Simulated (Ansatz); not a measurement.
Input (CCSDTQ/cc-pVDZ; Ansatz, a quantum-chemistry and plane-wave program):

Ansatz 0.2 input:
```yaml
crystal:
  periodic: [false, false, false]
  atoms:
    - {symbol: B, position_ang: [0.11956204, 0.20438511, 0.05739984]}
    - {symbol: H, position_ang: [-1.03969664, -0.32502172, 0.16632257]}
    - {symbol: H, position_ang: [-0.18756538, -0.93286924, 0.55573881]}
    - {symbol: H, position_ang: [0.62945182, 0.23596541, -1.00906060]}
basis:
  gaussian:
    orbitals: cc-pVDZ
magnetization: {spin_polarized: true, initial_magnetization: 2}
correlation: {method: ccsdtq, electrons: outside_noble_gas}
```

Output:

```
Functional definition: HF
integrals: 0.01 GiB planned
531 factors; integrals over basis functions are off by at most 2.2e-7 eV
mean field: 0.06 GiB planned
mean field evaluation 1: about -713.7394 eV, gradient 8.5e0 eV
mean field evaluation 2: about -713.7402 eV, gradient 8.5e0 eV
mean field evaluation 4: about -714.5766 eV, gradient 7.7e-1 eV
mean field evaluation 8: about -714.5899 eV, gradient 2.8e-3 eV
mean field evaluation 16: about -714.5899 eV, gradient 3.5e-6 eV
mean field -714.58987914 eV, -26.2606936920 hartree, gradient 3.5e-6 eV, S^2 2.006829; 0 other end points of the search recorded, 0 dependent functions left out
1 core orbitals not correlated
reference -714.58987914 eV, -26.2606936920 hartree; 4, 2 occupied and 24, 26 virtual orbitals, 531 factors
second order -2.30411220 eV of doubles, -0.00000000 eV of singles
coupled cluster: 0.34 GiB planned
cycle   1  -2.74404188 eV  change   -4.4e-1 eV  update   4.7e-2
cycle   2  -2.95609964 eV  change   -2.1e-1 eV  update   1.9e-2
cycle   3  -2.96292046 eV  change   -6.8e-3 eV  update   5.3e-3
cycle   4  -2.96726271 eV  change   -4.3e-3 eV  update   2.0e-3
cycle   5  -2.96649686 eV  change    7.7e-4 eV  update   7.6e-4
cycle   6  -2.96634401 eV  change    1.5e-4 eV  update   2.6e-4
cycle   7  -2.96651979 eV  change   -1.8e-4 eV  update   1.2e-4
cycle   8  -2.96653130 eV  change   -1.2e-5 eV  update   4.0e-5
cycle   9  -2.96651716 eV  change    1.4e-5 eV  update   1.4e-5
cycle  10  -2.96651814 eV  change   -9.8e-7 eV  update   5.8e-6
cycle  11  -2.96651883 eV  change   -7.0e-7 eV  update   2.4e-6
cycle  12  -2.96651865 eV  change    1.8e-7 eV  update   8.8e-7
cycle  13  -2.96651811 eV  change    5.4e-7 eV  update   3.5e-7
Total energy: -717.55639725 eV, -26.3697112219 hartree
```

This triplet is an excited state, 3.8 eV above the singlet at CCSD(T)/cc-pV5Z (Ansatz).
